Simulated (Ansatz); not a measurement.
Coupled-cluster run, ClFGeH4SSi (`F[SiH](Cl)[S][GeH3]`).

```yaml
crystal:
  periodic: [false, false, false]
  atoms:
    - {symbol: F, position_ang: [2.860749, -1.037817, -0.605833]}
    - {symbol: Si, position_ang: [1.523797, -0.505121, 0.061805]}
    - {symbol: Cl, position_ang: [1.861292, 1.401429, 0.715583]}
    - {symbol: S, position_ang: [0.027628, -0.591499, -1.407862]}
    - {symbol: Ge, position_ang: [-1.593981, 0.365360, -0.191890]}
    - {symbol: H, position_ang: [1.230730, -1.326311, 1.249652]}
    - {symbol: H, position_ang: [-1.386484, -0.012036, 1.281861]}
    - {symbol: H, position_ang: [-2.897722, -0.224259, -0.738192]}
    - {symbol: H, position_ang: [-1.537307, 1.883955, -0.382224]}
basis:
  gaussian: {orbitals: def2-TZVPP}
correlation: {method: ccsd_t}
output: {orbitals: {seedname: orbitals}}
```

```sh
$ ansatz run in.yaml --threads 4 --pin off --events-out ev --progress --plain --max-ram 10444MiB
```

Log, shortened:

```
Functional definition: HF
1572 factors; integrals over basis functions are off by at most 9.9e-4 eV
mean field evaluation 1: about -90430.3077 eV, gradient 3.2e1 eV
mean field evaluation 2: about -90430.6134 eV, gradient 3.2e1 eV
mean field evaluation 4: about -90433.0788 eV, gradient 3.0e0 eV
mean field evaluation 8: about -90433.1307 eV, gradient 2.5e-1 eV
mean field -90433.13105196 eV, -3323.3562683818 hartree, gradient 4.1e-6 eV, S^2 0.000000; 0 other end points of the search recorded, 0 dependent functions left out
25 core orbitals not correlated: weight in the atoms' cores, before any rotation towards them, 1.000 or more for the frozen orbitals, at most 0.000 for the correlated occupied ones
reference -90433.13105196 eV, -3323.3562683818 hartree; 21, 21 occupied and 215, 215 virtual orbitals, 1572 factors
second order -26.98343689 eV of doubles, -0.00000000 eV of singles
cycle   1  -27.44463153 eV  change   -4.6e-1 eV  update   1.2e-1
cycle   2  -28.15751999 eV  change   -7.1e-1 eV  update   3.3e-2
cycle   3  -28.28481015 eV  change   -1.3e-1 eV  update   1.6e-2
cycle   4  -28.26946735 eV  change    1.5e-2 eV  update   3.6e-3
cycle   5  -28.26648410 eV  change    3.0e-3 eV  update   1.6e-3
cycle   6  -28.26689586 eV  change   -4.1e-4 eV  update   4.5e-4
cycle   7  -28.26666596 eV  change    2.3e-4 eV  update   1.6e-4
cycle   8  -28.26661627 eV  change    5.0e-5 eV  update   5.1e-5
perturbative correction -1.09785470 eV, -0.0403454162 hartree
Total energy: -90462.49552293 eV, -3324.4353927860 hartree
```

Run time 4.6 min (4 threads of an Arm Neoverse V1 on a shared host); peak host memory 5.8 GiB.

The correlation energy is -29.364 eV, 3.7 % of it from (T); the T1 diagnostic reads 0.0112.
